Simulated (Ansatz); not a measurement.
Geometry optimisation of Cd₄.

```yaml
crystal:
  periodic: [false, false, false]
  atoms:
    - {symbol: Cd, position_ang: [-0.292175, 1.147048, -1.788987]}
    - {symbol: Cd, position_ang: [2.040001, 0.178593, 0.639071]}
    - {symbol: Cd, position_ang: [-0.448938, -2.060855, -0.390794]}
    - {symbol: Cd, position_ang: [-1.298878, 0.735213, 1.540710]}
basis:
  gaussian: {orbitals: def2-SVP}
magnetization: {spin_polarized: true, initial_magnetization: 4}
hamiltonian: {xc: {name: B3LYP}}
scf: {lower_state_search: "off"}
output: {orbitals: {seedname: orbitals}}
relax: {f_tol: 0.02, max_steps: 100}
```

```sh
$ ansatz run in.yaml --threads 4 --pin off --events-out ev --progress --plain --max-ram 3916MiB
```

It prints (some lines left out):

```
Functional definition: B3LYP
mean field -18258.64938090 eV, -670.9929885910 hartree, gradient 2.1e-6 eV, S^2 6.004787; 0 other end points of the search recorded, 0 dependent functions left out
relax step   1: F+E_penalty+E_count = -18258.64938090 eV  Δ(F+E_penalty+E_count) = +0.000e0 eV  max|allowed force component| = 7.644e-1 eV/Å  Δτ_max = 0.0000 Å  (120 SCF iters, accepted)
mean field -18258.83179190 eV, -670.9996920715 hartree, gradient 7.0e-6 eV, S^2 6.005464; 0 other end points of the search recorded, 0 dependent functions left out
relax step   2: F+E_penalty+E_count = -18258.83179190 eV  Δ(F+E_penalty+E_count) = -1.824e-1 eV  max|allowed force component| = 7.425e-1 eV/Å  Δτ_max = 0.1169 Å  (47 SCF iters, accepted)
mean field -18259.16952143 eV, -671.0121034028 hartree, gradient 3.5e-6 eV, S^2 6.010207; 0 other end points of the search recorded, 0 dependent functions left out
relax step   3: F+E_penalty+E_count = -18259.16952143 eV  Δ(F+E_penalty+E_count) = -3.377e-1 eV  max|allowed force component| = 7.034e-1 eV/Å  Δτ_max = 0.1927 Å  (118 SCF iters, accepted)
mean field -18259.48295240 eV, -671.0236217787 hartree, gradient 1.7e-6 eV, S^2 6.009254; 0 other end points of the search recorded, 0 dependent functions left out
relax step   4: F+E_penalty+E_count = -18259.48295240 eV  Δ(F+E_penalty+E_count) = -3.134e-1 eV  max|allowed force component| = 3.818e-1 eV/Å  Δτ_max = 0.1910 Å  (44 SCF iters, accepted)
mean field -18259.70300968 eV, -671.0317087343 hartree, gradient 3.3e-6 eV, S^2 6.008999; 0 other end points of the search recorded, 0 dependent functions left out
relax step   5: F+E_penalty+E_count = -18259.70300968 eV  Δ(F+E_penalty+E_count) = -2.201e-1 eV  max|allowed force component| = 2.865e-1 eV/Å  Δτ_max = 0.1955 Å  (34 SCF iters, accepted)
mean field -18259.83872713 eV, -671.0366962588 hartree, gradient 2.2e-6 eV, S^2 6.008765; 0 other end points of the search recorded, 0 dependent functions left out
relax step   6: F+E_penalty+E_count = -18259.83872713 eV  Δ(F+E_penalty+E_count) = -1.357e-1 eV  max|allowed force component| = 1.715e-1 eV/Å  Δτ_max = 0.1952 Å  (37 SCF iters, accepted)
mean field -18259.91197943 eV, -671.0393882311 hartree, gradient 7.4e-6 eV, S^2 6.008308; 0 other end points of the search recorded, 0 dependent functions left out
relax step   7: F+E_penalty+E_count = -18259.91197943 eV  Δ(F+E_penalty+E_count) = -7.325e-2 eV  max|allowed force component| = 1.221e-1 eV/Å  Δτ_max = 0.1935 Å  (29 SCF iters, accepted)
mean field -18259.96205307 eV, -671.0412284037 hartree, gradient 5.2e-6 eV, S^2 6.007532; 0 other end points of the search recorded, 0 dependent functions left out
relax step   8: F+E_penalty+E_count = -18259.96205307 eV  Δ(F+E_penalty+E_count) = -5.007e-2 eV  max|allowed force component| = 1.036e-1 eV/Å  Δτ_max = 0.1987 Å  (29 SCF iters, accepted)
mean field -18259.99869424 eV, -671.0425749416 hartree, gradient 3.6e-6 eV, S^2 6.006901; 0 other end points of the search recorded, 0 dependent functions left out
relax step   9: F+E_penalty+E_count = -18259.99869424 eV  Δ(F+E_penalty+E_count) = -3.664e-2 eV  max|allowed force component| = 1.159e-1 eV/Å  Δτ_max = 0.1991 Å  (28 SCF iters, accepted)
mean field -18260.02400525 eV, -671.0435051042 hartree, gradient 4.0e-6 eV, S^2 6.006317; 0 other end points of the search recorded, 0 dependent functions left out
relax step  10: F+E_penalty+E_count = -18260.02400525 eV  Δ(F+E_penalty+E_count) = -2.531e-2 eV  max|allowed force component| = 6.383e-2 eV/Å  Δτ_max = 0.1982 Å  (27 SCF iters, accepted)
mean field -18260.03980483 eV, -671.0440857279 hartree, gradient 4.4e-6 eV, S^2 6.005762; 0 other end points of the search recorded, 0 dependent functions left out
relax step  11: F+E_penalty+E_count = -18260.03980483 eV  Δ(F+E_penalty+E_count) = -1.580e-2 eV  max|allowed force component| = 5.872e-2 eV/Å  Δτ_max = 0.1928 Å  (26 SCF iters, accepted)
mean field -18260.05082044 eV, -671.0444905440 hartree, gradient 4.4e-6 eV, S^2 6.005179; 0 other end points of the search recorded, 0 dependent functions left out
relax step  12: F+E_penalty+E_count = -18260.05082044 eV  Δ(F+E_penalty+E_count) = -1.102e-2 eV  max|allowed force component| = 7.340e-2 eV/Å  Δτ_max = 0.2000 Å  (28 SCF iters, accepted)
mean field -18260.05746261 eV, -671.0447346394 hartree, gradient 3.5e-6 eV, S^2 6.004924; 0 other end points of the search recorded, 0 dependent functions left out
relax step  13: F+E_penalty+E_count = -18260.05746261 eV  Δ(F+E_penalty+E_count) = -6.642e-3 eV  max|allowed force component| = 7.585e-2 eV/Å  Δτ_max = 0.1950 Å  (28 SCF iters, accepted)
mean field -18260.06004179 eV, -671.0448294224 hartree, gradient 5.5e-6 eV, S^2 6.004826; 0 other end points of the search recorded, 0 dependent functions left out
relax step  14: F+E_penalty+E_count = -18260.06004179 eV  Δ(F+E_penalty+E_count) = -2.579e-3 eV  max|allowed force component| = 6.634e-2 eV/Å  Δτ_max = 0.1715 Å  (30 SCF iters, accepted)
mean field -18260.06089069 eV, -671.0448606191 hartree, gradient 3.4e-6 eV, S^2 6.004781; 0 other end points of the search recorded, 0 dependent functions left out
relax step  15: F+E_penalty+E_count = -18260.06089069 eV  Δ(F+E_penalty+E_count) = -8.489e-4 eV  max|allowed force component| = 3.282e-2 eV/Å  Δτ_max = 0.0155 Å  (24 SCF iters, accepted)
mean field -18260.06115876 eV, -671.0448704705 hartree, gradient 1.1e-6 eV, S^2 6.004758; 0 other end points of the search recorded, 0 dependent functions left out
relax step  16: F+E_penalty+E_count = -18260.06115876 eV  Δ(F+E_penalty+E_count) = -2.681e-4 eV  max|allowed force component| = 2.260e-3 eV/Å  Δτ_max = 0.0178 Å  (34 SCF iters, accepted)
Total energy: -18260.06138375 eV, -671.0448787385 hartree
Atom 0 at    -0.181168     2.133936    -1.232261 Å, force     0.000288     0.000178     0.000503 eV/Å
Atom 1 at     0.193705    -0.599348    -0.015427 Å, force    -0.001183    -0.002260    -0.000520 eV/Å
Atom 2 at     0.954323    -3.346534    -0.127103 Å, force     0.000280     0.002077     0.000359 eV/Å
Atom 3 at    -0.966850     1.811945     1.374791 Å, force     0.000615     0.000005    -0.000342 eV/Å
Dipole moment:     0.020434    -0.067835    -0.002110 e Å
Checks for a lower state left out: stability, starts, cluster_reference, orbital_swaps, neighbouring_geometries, increment
```

Hardware: 4 threads of Arm Neoverse V1 on a shared host. Wall time 93 s, peak host memory 0.62 GiB.

In the def2 sets Cd takes a core potential; there is no spin–orbit coupling. The relaxation made no stability test and no search for a lower SCF solution. At B3LYP/def2-SVP a singlet of charge 0 lies 4.86 eV below the quintet, each at its own geometry. The structure comes from a short search, and lower isomers may exist.
